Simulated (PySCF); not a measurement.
## Cr²⁺ (chromium, charge +2): UHF calculation

Configuration: [Ar] 3d4, high-spin 5D determinant. Calculation: PySCF 2.14, in def2-TZVPPD (6s6p4d2f1g, 67 functions); the non-relativistic Hamiltonian (point nucleus).

```json
{
 "Total energy": "-1042.561298 hartree",
 "One-electron energy": "-1420.3878 hartree",
 "Hartree (Coulomb) energy": "425.0973 hartree",
 "Exchange energy": "-47.2708 hartree",
 "Kinetic energy": "1042.62138 hartree",
 "⟨S²⟩": "6.0014",
 "⟨L²⟩": "6.017",
 "Sum of ⟨r⟩": "14.59 bohr",
 "Sum of ⟨r²⟩": "16.18 bohr²",
 "Traceless quadrupole moment −½Σ⟨3z² − r²⟩ along its main axis": "-0.489 e·bohr²",
 "Density at the nucleus (Gaussians lack the cusp)": "9060 bohr⁻³",
 "Spin density at the nucleus": "-0.227 bohr⁻³",
 "Langevin diamagnetic susceptibility": "-12.8 ×10⁻⁶ cm³/mol"
}
```

| shell | electrons | mean orbital energy (eV) | spread (eV) | rms radius, mean of both spins (bohr) |
| --- | --- | --- | --- | --- |
| 1s α | 1 | -6019.7 | 0 | 0.0743 |
| 1s β | 1 | -6019.7 | 0 | 0.0743 |
| 2s α | 1 | -737.57 | 0 | 0.319 |
| 2s β | 1 | -734.95 | 0 | 0.319 |
| 2p α | 3 | -626.80 | 0.029 | 0.288 |
| 2p β | 3 | -624.19 | 0.794 | 0.288 |
| 3s α | 1 | -116.20 | 0 | 0.973 |
| 3s β | 1 | -107.78 | 0 | 0.973 |
| 3p α | 3 | -83.326 | 1.325 | 1.05 |
| 3p β | 3 | -73.013 | 1.998 | 1.05 |
| 3d α | 4 | -32.619 | 1.745 | 1.33 |

Spin-orbit constants ζ (cm⁻¹) from the X2C one-electron operator on these orbitals (non-relativistic here): bare nucleus, nucleus screened by l(l+1)(2l+1)/3 electrons, and screened by the Breit-Pauli mean field of the electrons.

```tsv
shell	bare	screened nucleus	mean field
2p	47630	43660	41790
3p	5554	5092	4839
3d	487.6	284.4	250.8
```

To first order the Landé constant is A = 62.71 cm⁻¹, so the lowest level has J = 0 and lies 0.0467 eV below the centre of the term. This holds in LS coupling only.
